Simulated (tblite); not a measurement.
Species: C5H9B.
Bonds: C1–C2 (triple), C2–C3, C3–B4, B4–C5, B4–C6. Hydrogens: H7 on C1; H8, H9 on C3; H10, H11, H12 on C5; H13, H14, H15 on C6.

Computed with GFN2-xTB (tblite), gas phase: Langevin dynamics at 600 K from the optimised GFN2-xTB geometry, time step 0.5 fs, friction 0.01 fs⁻¹, 2000 steps. Over the second half of the run the saved frames average 548 K.

The optimised geometry, where the run starts:
```
atom  x, y, z in Å
C1      2.979    0.675   -0.227
C2      2.021   -0.040   -0.183
C3      0.851   -0.890   -0.127
B4     -0.551   -0.152   -0.244
C5     -0.613    1.397   -0.510
C6     -1.871   -0.997   -0.072
H7      3.823    1.297   -0.266
H8      0.888   -1.468    0.804
H9      0.928   -1.629   -0.933
H10    -1.619    1.806   -0.556
H11    -0.112    1.638   -1.447
H12    -0.061    1.941    0.255
H13    -2.317   -0.762    0.896
H14    -2.624   -0.735   -0.813
H15    -1.727   -2.075   -0.104
```

t = 100 fs, T = 475 K, E(pot) 0.770 eV above the start
```
atom  x, y, z in Å  |  force x, y, z in eV/Å
C1      2.884    0.804   -0.180   -1.220  -0.582  -0.266
C2      1.843    0.249   -0.386   -0.862  -0.055   0.417
C3      0.674   -0.634   -0.410    1.265  -1.201  -0.703
B4     -0.844   -0.125   -0.431    1.175  -0.185  -0.112
C5     -1.084    1.410   -0.467   -0.776   0.501  -0.805
C6     -1.964   -1.141    0.021    1.275  -0.528   1.057
H7      3.739    1.348   -0.160    1.322   0.833   0.080
H8      0.559   -1.080    0.581    0.605  -0.089   0.381
H9      1.171   -1.490   -1.030   -1.672   0.928   0.566
H10    -1.551    1.764    0.476    0.036   0.010  -0.976
H11    -1.698    1.620   -1.383   -0.290  -0.073   1.096
H12    -0.223    2.012   -0.703    0.606   0.102   0.470
H13    -2.736   -0.662    0.599   -0.277   0.086   0.146
H14    -2.430   -1.652   -0.787   -0.312  -0.436  -0.551
H15    -1.467   -1.921    0.686   -0.871   0.691  -0.802
```

t = 150 fs, T = 584 K, E(pot) 0.521 eV above the start
```
atom  x, y, z in Å  |  force x, y, z in eV/Å
C1      2.560    1.129   -0.231   -1.676  -1.751   0.026
C2      1.712    0.252   -0.180    1.553   2.054  -0.747
C3      0.641   -0.719   -0.297   -0.051   1.479  -0.449
B4     -0.863   -0.159   -0.217    0.758  -0.099   0.040
C5     -1.283    1.290   -0.509    0.183   0.943  -0.884
C6     -1.883   -1.286   -0.121   -2.072  -1.123  -0.058
H7      3.320    1.850   -0.275    0.016  -0.024   0.165
H8      0.801   -1.349    0.524    0.098  -1.439   1.033
H9      0.758   -1.266   -1.239    0.073  -0.039   0.181
H10    -1.676    1.815    0.374    0.814   0.135  -0.251
H11    -2.168    1.306   -1.157    0.214  -0.078  -0.160
H12    -0.436    1.791   -1.067   -1.121   0.124   1.034
H13    -2.983   -1.123    0.190    1.745   0.017  -0.499
H14    -1.900   -1.598   -1.195   -0.296  -0.109   0.686
H15    -1.512   -2.139    0.450   -0.238  -0.090  -0.116
```

t = 200 fs, T = 334 K, E(pot) 0.627 eV above the start
```
atom  x, y, z in Å  |  force x, y, z in eV/Å
C1      2.430    1.253   -0.438    0.422   0.631  -0.446
C2      1.661    0.387   -0.184   -1.301  -1.495  -0.892
C3      0.717   -0.741   -0.187    0.499   2.015   2.984
B4     -0.797   -0.335   -0.277   -0.340  -1.171   0.263
C5     -1.307    1.131   -0.497    0.360  -0.649  -0.182
C6     -1.872   -1.528   -0.220    1.128   0.077  -1.377
H7      2.989    2.026   -0.830    0.626   0.652   0.229
H8      0.924   -1.144    0.846   -0.418  -0.583  -1.080
H9      0.903   -1.392   -0.982    0.743  -1.205  -0.819
H10    -1.453    1.605    0.449    0.330   0.518   0.637
H11    -2.281    1.143   -0.926   -0.714   0.068  -0.640
H12    -0.613    1.690   -1.113   -0.059   0.275   0.157
H13    -2.697   -1.145    0.290   -1.367   0.001   1.173
H14    -2.224   -1.585   -1.239   -0.280   0.194  -0.763
H15    -1.669   -2.593   -0.044    0.371   0.673   0.757
```

t = 575 fs, T = 564 K, E(pot) 0.570 eV above the start
```
atom  x, y, z in Å  |  force x, y, z in eV/Å
C1      1.257    2.330   -0.101   -0.713  -3.144  -0.394
C2      1.008    1.149   -0.275    0.603   3.267   0.293
C3      0.667   -0.106   -0.833    0.483  -1.495  -0.883
B4     -0.694   -0.651   -0.126    1.176   0.085  -0.887
C5     -1.708    0.473    0.203    1.117   0.626   1.565
C6     -0.782   -2.158    0.355    1.192   0.118   0.749
H7      1.279    3.257    0.320    0.337   1.299   0.474
H8      1.503   -0.813   -0.631   -0.358   0.211  -0.200
H9      0.685    0.066   -1.960   -0.443  -0.492   1.151
H10    -1.224    0.925    1.167   -1.040  -0.670  -1.276
H11    -2.690    0.137    0.411   -0.909  -0.156   0.482
H12    -1.768    1.313   -0.468    0.131   0.110  -0.322
H13    -0.593   -2.913   -0.425    0.205   0.405   0.421
H14    -0.071   -2.336    1.245   -0.687   0.206  -1.505
H15    -1.737   -2.350    0.764   -1.095  -0.370   0.331
```

t = 625 fs, T = 516 K, E(pot) 0.982 eV above the start
```
atom  x, y, z in Å  |  force x, y, z in eV/Å
C1      1.534    2.423    0.049   -0.455  -0.816  -0.600
C2      1.104    1.520   -0.606   -0.847  -1.352  -0.018
C3      0.598    0.165   -0.953    1.382   1.950   0.554
B4     -0.624   -0.280   -0.110   -0.859   1.087  -0.812
C5     -1.858    0.762    0.038   -0.521  -1.236  -2.540
C6     -0.645   -1.821    0.137   -4.021   0.855   0.709
H7      1.731    3.329    0.450    0.627   1.545   0.634
H8      1.454   -0.438   -0.779    0.893  -0.962   0.105
H9      0.418    0.116   -2.000   -0.406   0.081  -0.952
H10    -1.803    0.907    1.069   -0.509   1.065   1.474
H11    -2.756    0.134   -0.179    0.272   0.619   0.424
H12    -2.003    1.703   -0.634    0.881  -1.618   1.541
H13    -1.060   -2.111   -0.828    0.367  -0.537  -0.136
H14     0.249   -2.240    0.361    2.560  -1.303   0.215
H15    -1.390   -2.242    0.878    0.637   0.623  -0.598
```

t = 675 fs, T = 575 K, E(pot) 0.926 eV above the start
```
atom  x, y, z in Å  |  force x, y, z in eV/Å
C1      1.915    2.282    0.159   -1.722  -1.904  -0.828
C2      1.192    1.408   -0.307    1.825   2.729   1.146
C3      0.511    0.449   -1.113   -0.288  -2.448   0.549
B4     -0.922   -0.126   -0.517    0.439   0.386   0.867
C5     -1.959    0.997   -0.025    2.717  -3.572   3.067
C6     -1.011   -1.677   -0.101    0.693   1.319  -1.209
H7      2.443    3.010    0.704   -0.032  -0.111  -0.037
H8      1.252   -0.418   -1.194   -0.847   0.882  -0.336
H9      0.304    0.863   -2.082    0.135   0.200  -0.590
H10    -1.921    0.850    1.149   -0.134   0.704  -2.078
H11    -2.910    0.840   -0.315   -3.056  -0.261  -0.844
H12    -1.542    1.860   -0.334    0.641   3.168  -0.426
H13    -1.350   -2.203   -1.011    0.518  -0.205   0.522
H14     0.049   -1.871    0.150   -0.862  -0.832  -0.058
H15    -1.691   -1.918    0.693   -0.027  -0.056   0.254
```

t = 750 fs, T = 468 K, E(pot) 0.912 eV above the start
```
atom  x, y, z in Å  |  force x, y, z in eV/Å
C1      1.722    1.521    1.099    0.625   1.039  -0.694
C2      1.369    1.124    0.007   -0.492  -1.024  -0.247
C3      0.701    0.334   -1.102   -2.400   3.031   2.086
B4     -0.824   -0.054   -0.497    0.441  -0.510  -0.604
C5     -2.071    0.878   -0.117    2.894   0.748  -1.044
C6     -1.080   -1.578   -0.164   -0.551  -1.101  -2.143
H7      2.253    2.220    1.765   -0.855  -1.220  -0.711
H8      1.174   -0.546   -1.351    1.370  -1.470  -0.441
H9      0.568    1.002   -1.983    0.345  -0.383   0.550
H10    -2.607    0.359    0.600   -1.544  -0.719   0.957
H11    -2.609    1.087   -1.046   -0.113   0.362   0.664
H12    -1.621    1.750    0.389   -0.749   0.166  -0.626
H13    -0.391   -2.314   -0.694   -0.822   0.813   0.856
H14    -0.910   -1.590    0.873    0.430  -0.442   1.372
H15    -2.148   -1.977   -0.292    1.422   0.709   0.025
```

t = 825 fs
```
atom  x, y, z in Å
C1      1.618    1.151    1.677
C2      1.298    0.661    0.635
C3      0.892    0.278   -0.715
B4     -0.693   -0.250   -0.603
C5     -1.607    1.100   -0.419
C6     -1.045   -1.808   -0.510
H7      1.842    1.207    2.731
H8      1.586   -0.600   -1.083
H9      1.087    1.156   -1.387
H10    -2.675    0.953   -0.287
H11    -1.497    1.791   -1.262
H12    -1.282    1.607    0.520
H13    -0.051   -2.340   -0.510
H14    -1.565   -2.039    0.418
H15    -1.550   -2.332   -1.283
```

Problem. Estimate the potential energy and the forces of this last frame.

Solution. 0.674 eV above the start.

| atom | Fx (eV/Å) | Fy (eV/Å) | Fz (eV/Å) |
| --- | --- | --- | --- |
| C1 | 0.241 | -0.355 | 1.635 |
| C2 | -0.255 | -0.296 | -1.078 |
| C3 | 0.486 | -1.492 | -0.596 |
| B4 | 0.411 | 1.675 | -0.135 |
| C5 | 0.058 | -0.839 | 0.502 |
| C6 | 1.976 | 0.300 | 0.538 |
| H7 | -0.099 | 0.333 | -1.011 |
| H8 | -0.980 | 1.551 | 0.669 |
| H9 | -0.408 | -0.823 | 0.476 |
| H10 | -0.129 | -0.247 | -0.096 |
| H11 | 0.206 | -0.153 | 0.327 |
| H12 | 0.022 | -0.238 | -0.840 |
| H13 | -0.792 | 0.299 | 0.411 |
| H14 | 0.065 | 0.076 | -0.024 |
| H15 | -0.801 | 0.210 | -0.778 |

The bond farthest from its length at the start is C3–B4 (1.674 against 1.589 Å), and half the difference of its two atoms' forces along it is -0.45 eV/Å (positive lengthens). The largest atomic force is 2.07 eV/Å.

What follows is the cost of the whole dynamics run. Hardware: an Arm Neoverse V1 with one thread (shared host). Cost: 8.9 s wall.
